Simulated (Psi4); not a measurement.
H7NSi2, charge +1, doublet, at a GFN2-xTB geometry (a state made from the parent by changing its charge; the spin is typed, not shown lowest), atoms displaced at random by about 0.02 Å a coordinate. Base run: PBE/STO-3G run with Psi4.

Here is a job for Psi4.
```
memory 2 GB

molecule mol {
1 2
Si    1.523336   -0.221088    0.339752
N    -0.047710   -0.421770   -0.352886
Si   -1.536507    0.427598   -0.134462
H     2.462890   -0.155062   -0.866335
H     1.541927    0.936406    1.170192
H     1.830765   -1.520200    1.010592
H    -0.150161   -1.211114   -0.972821
H    -2.507353   -0.638487    0.266923
H    -1.888895    0.785825   -1.573863
H    -1.339486    1.476375    0.803842
}

set {
  basis sto-3g
  reference uks
}

optimize('pbe')
print_variables()
```

Each row names what was changed in the base input (with any setting that the change needs).

| change | ΔE vs base (µEh) | optimiser steps | core-seconds (rough) |
|---|---|---|---|
| base | 0.0 | 7 | 50 |
| hess_update = bofill | -0.1 | 6 | 50 |
| intrafrag_step_limit = 0.05 | 0.2 | 8 | 60 |
| g_convergence = nwchem_loose | 1.3 | 5 | 40 |
| g_convergence = turbomole | 0.0 | 8 | 80 |
| intrafrag_hess = simple | 0.4 | 11 | 100 |
| step_type = nr | -0.3 | 6 | 60 |

Open shells are given as the SCF converged; they aren't shown to be the lowest states, and a large step between rows can be another state.
